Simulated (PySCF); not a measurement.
# CaZn⁺: from constants to spectrum

TPSSh constants of CaZn⁺, ²Σ⁺ (doublet), unpaired electrons σ ↑ (basis Ca def2-SVP, Zn def2-SVP; no relativity; PySCF 2.14; masses 39.9626 and 63.9291 u):

| Quantity | Value |
| --- | --- |
| ωe | 129.8 cm⁻¹ |
| ωexe | 0.596 cm⁻¹ |
| Be | 0.066093 cm⁻¹ |
| αe | 0.000402 cm⁻¹ |
| D (centrifugal) | 6.85e-08 cm⁻¹ |
| De to Ca⁺ + Zn | 0.74 eV |

(1) Give the vibrational terms G(v) and spacings up to v = 6.

(2) How well does the Morse estimate ωe²/(4ωexe) reproduce De, and what is D0?

For an ion De counts to the pair picked by the measured ionisation energies or electron affinities, which need not be the lowest pair at this level. The state was picked by a PBE0 search and need not be the measured ground state.

## Answers

(1) G(v) = ωe(v+½) − ωexe(v+½)².

```tsv
v	G(v) (cm⁻¹)	G(v) − G(v−1)	Bv (cm⁻¹)
0	64.8		0.06589
1	193.4	128.6	0.06549
2	320.8	127.4	0.06509
3	447.0	126.2	0.06469
4	572.0	125.0	0.06428
5	695.9	123.8	0.06388
6	818.5	122.6	0.06348
```

(2) It gives 0.88 eV, 118 % of the computed De. D0 = De − G(0) = 0.74 − 0.01 = 0.73 eV.
